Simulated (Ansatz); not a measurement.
A nudged elastic band was laid between two geometries of AlClF$_{2}$H$_{2}$OSn (8 atoms, charge 0, multiplicity 1).

Method: RKS PBE-D4/def2-SVP (Ansatz).

```yaml
movable_images: 7
climbing_image: yes
spring: 5.0 eV/Å²
optimiser: quadratic models (default)
start_path: through a guess of the saddle point
force_threshold: 0.05 eV/Å
iteration_limit: 60
end_points: relaxed
```

Image 0:

```xyz
8
Properties=species:S:1:pos:R:3
O 0.505 -2.245 0.130
Al 0.993 -0.686 -0.338
F 2.511 -0.330 -0.956
Sn -0.758 1.272 -0.006
F -2.472 0.678 -0.760
Cl -1.132 1.403 2.340
H 1.044 -3.051 0.097
H -0.599 2.902 -0.562
```

Image 8:

```xyz
8
Properties=species:S:1:pos:R:3
O 0.895 -2.295 -0.084
Al 1.190 -0.642 -0.356
F 2.720 -0.153 -0.815
Sn -0.680 1.208 -0.029
F -2.331 0.330 -0.648
Cl -0.955 1.351 2.334
H 0.043 -2.680 0.176
H -0.790 2.825 -0.634
```

(1) What changes between the two ends?

(2) What energy profile does the band end with?

(3) What is the geometry of the highest image?

(4) What are the harmonic wavenumbers there?

Answers

(1) No bond is made or broken.

(2) It converged. The highest image is number 4 of 0 to 8, 8.7 kJ/mol above the first end and 7.2 kJ/mol above the last; the last end lies 1.5 kJ/mol above the first. A vibrational analysis at the climbing image gives one clearly imaginary mode, 322i cm⁻¹: a first-order saddle point.

```json
{"image": "0", "path coordinate (Å)": "0.00", "energy (kJ/mol)": "0.0"}
{"image": "1", "path coordinate (Å)": "0.25", "energy (kJ/mol)": "0.1"}
{"image": "2", "path coordinate (Å)": "0.51", "energy (kJ/mol)": "1.3"}
{"image": "3", "path coordinate (Å)": "0.76", "energy (kJ/mol)": "5.7"}
{"image": "4", "path coordinate (Å)": "1.01", "energy (kJ/mol)": "8.7"}
{"image": "5", "path coordinate (Å)": "1.23", "energy (kJ/mol)": "6.4"}
{"image": "6", "path coordinate (Å)": "1.44", "energy (kJ/mol)": "2.9"}
{"image": "7", "path coordinate (Å)": "1.65", "energy (kJ/mol)": "1.7"}
{"image": "8", "path coordinate (Å)": "1.86", "energy (kJ/mol)": "1.5"}
```

(3) 
```xyz
8
Properties=species:S:1:pos:R:3:forces:R:3
O 0.705 -2.237 0.029 -0.01 -0.01 -0.02
Al 1.104 -0.657 -0.298 0.01 0.00 0.00
F 2.649 -0.192 -0.745 -0.01 -0.01 0.00
Sn -0.688 1.269 -0.026 0.01 0.00 0.00
F -2.370 0.552 -0.752 0.00 0.00 0.00
Cl -1.080 1.461 2.316 0.00 -0.01 0.00
H 0.391 -3.142 0.054 0.01 0.01 0.02
H -0.619 2.888 -0.634 0.00 0.00 0.00
```

(4) 322i, 15, 46, 68, 124, 136, 147, 174, 219, 313, 359, 530, 569, 597, 789, 985, 1843, 3976 cm⁻¹.

Run time: 4.1 min on 2 threads of Intel(R) Xeon(R) Platinum 8488C (Sapphire Rapids), on a shared host, peak memory 0.18 GiB.
